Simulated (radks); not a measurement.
These are the eigenvalues of the occupied orbitals of an atom or ion with whole-number occupations (hartree). Calculated with a radial shooting solver on a logarithmic mesh with Libxc functionals: Dirac Kohn-Sham, exchange-only B88, spin-unpolarised, spherical densities, point nucleus.

| orbital | eigenvalue |
|---|---|
| 1s1/2 | -846.5987 |
| 2s1/2 | -122.9104 |
| 2p1/2 | -113.8286 |
| 2p3/2 | -108.5108 |
| 3s1/2 | -22.15122 |
| 3p1/2 | -18.59697 |
| 3p3/2 | -17.68235 |
| 3d3/2 | -11.38601 |
| 3d5/2 | -11.20561 |
| 4s1/2 | -3.27314 |
| 4p1/2 | -2.19471 |
| 4p3/2 | -2.05107 |
| 4d3/2 | -0.47094 |
| 4d5/2 | -0.45630 |

Which element is it, and in what charge state? The configuration may be excited. Open shells, if any, fill j = l - 1/2 first.

Answer. Z = 45, rhodium, charge +1: Rh+ in [Kr] 4d8. The list shows which subshells hold electrons but not how many an open one holds; the 1s level, -846.6 hartree, gives Z - s = 41.1 by -(Z - s)^2/2, which with screening and relativity narrows Z to a few neighbours, and the depths of the outer levels then fix element, charge and occupations together.
